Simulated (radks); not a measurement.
Problem. These are the eigenvalues of the occupied orbitals of an atom or ion with whole-number occupations (eV). Method: scalar-relativistic Kohn-Sham, PBE, spin-polarised, spherical densities, finite nucleus; Fermi nuclear charge, rms radius of each element as measured or else 0.836 A^(1/3) + 0.57 fm; computed with a radial shooting solver on a logarithmic mesh with Libxc functionals.

1s down: -40272.98
1s up: -40272.98
2s down: -6453.258
2s up: -6453.258
2p down: -5780.577
2p up: -5780.575
3s up: -1393.361
3s down: -1392.930
3p up: -1179.376
3p down: -1178.947
3d up: -875.3581
3d down: -875.0248
4s up: -286.9125
4s down: -285.6114
4p up: -217.2560
4p down: -215.9307
4d up: -117.0676
4d down: -115.7095
5s up: -50.4332
5s down: -49.4605
5p up: -33.5538
5p down: -32.7794
4f up: -13.4251

Which element is it, and in what charge state? The configuration may be excited. Open shells, if any, are filled with parallel spins first.

Solution. Z = 58, cerium, charge +2: Ce2+ in [Xe] 4f2. The list shows which subshells hold electrons but not how many an open one holds; the 1s level, -1480 hartree, gives Z - s = 54.4 by -(Z - s)^2/2, which with screening and relativity narrows Z to a few neighbours, and the depths of the outer levels then fix element, charge and occupations together.
